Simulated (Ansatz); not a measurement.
`FBC[SiH3]` + `OBF` → `FBOC[SiH3]` + `BF`  (substitution at a C–B bond)

Calculated with Ansatz (gas phase, PBE0-D4/def2-TZVP geometries, no zero-point term in ΔE). CCSD(T)/CBS adds triple-zeta CCSD(T) − MP2 to the extrapolated MP2 energy (def2 sets, frozen cores). This one scheme is used for every species. DFT in def2-TZVPP. Each species was taken in one conformer, which may not be the lowest.

```json
{"species": "`FBC[SiH3]`", "r2SCAN-D4 energy (Eh)": "-455.92212"}
{"species": "`OBF`", "r2SCAN-D4 energy (Eh)": "-201.22178"}
{"species": "`FBOC[SiH3]`", "r2SCAN-D4 energy (Eh)": "-531.17498"}
{"species": "`BF`", "r2SCAN-D4 energy (Eh)": "-125.91497"}
```

Question: Work out ΔE.

Answer: ΔE = (-531.17498) + (-125.91497) − (-455.92212) − (-201.22178) = 0.05395 Eh = +141.6 kJ/mol. CCSD(T)/CBS gives +137.3 kJ/mol.

Largest T1 diagnostic among the species: 0.013.

From PBE to PBE0 (25 % exact exchange), in def2-TZVPP and without D4, ΔE moves by +3.2 kJ/mol. In def2-TZVPP, CCSD(T) changes the Hartree–Fock value by +9.4 kJ/mol (the triples alone add +0.2 kJ/mol) and MP2 by +16.5 kJ/mol.
